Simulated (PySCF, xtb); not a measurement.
CH4ClNOSi2, SMILES Cl[Si@H]1N=CO[SiH2]1.

GFN2-xTB (xtb) at its own geometry gives an orbital gap of 3.28 eV and a dipole moment of 2.51 D.

Geometry optimised at PBE-D3(BJ)/def2-SVP. The structure was generated by enumeration; whether it is a known compound was not checked.

Q: What does CAM-B3LYP/def2-TZVP in PySCF give? (Estimate from the structure and the level; the computed values follow.)

A: gap 8.87 eV (levels -8.88 and -0.01 eV), dipole 2.17 D.
